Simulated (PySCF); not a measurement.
**`InChI=1S/C5H11NO/c1-4(2)3-5(6)7/h4H,3H2,1-2H3,(H2,6,7)`**

Geometry (Å), atoms numbered from 1 in this order:
```xyz
18

C    -1.1001    0.0367    1.3747
C    -0.9143   -0.4744   -0.0491
C    -2.1649   -0.2545   -0.8904
C     0.3056    0.1592   -0.7108
C     1.6142   -0.2686   -0.0681
N     2.6167    0.6470   -0.1337
O     1.7638   -1.3585    0.4460
H    -1.2836    1.1248    1.3847
H    -0.2119   -0.1701    1.9900
H    -1.9609   -0.4490    1.8596
H    -0.7046   -1.5559    0.0065
H    -2.0500   -0.6692   -1.9043
H    -3.0421   -0.7340   -0.4295
H    -2.3923    0.8202   -0.9932
H     0.2149    1.2599   -0.7195
H     0.3600   -0.1553   -1.7685
H     2.4971    1.5485   -0.5698
H     3.5261    0.3889    0.2263
```

Computed, not measured: PySCF, quadratic response CAM-B3LYP/aug-cc-pVDZ first hyperpolarisability, Taylor convention, gas phase. Geometry: PBE0-D3(BJ)/def2-SVP.

**Question.** Give the tensor of the second harmonic β(−2ω;ω,ω) at 1064 nm in the axes of these coordinates.

**Answer.** In au, Taylor convention; rows are the first index (the induced dipole):
|  | xx | yy | zz | xy | xz | yz |
| --- | --- | --- | --- | --- | --- | --- |
| x | -19.7 | +33.1 | -2.8 | +11.6 | -22.6 | -0.9 |
| y | +12.3 | -99.1 | -27.6 | +33.8 | -1.2 | +7.2 |
| z | -23.0 | +6.7 | +47.3 | -1.4 | -3.0 | -27.7 |

Norm of βᵢ = ⅓ Σⱼ (βᵢⱼⱼ + βⱼᵢⱼ + βⱼⱼᵢ): 119.7 au, hyper-Rayleigh value 54.9 au.
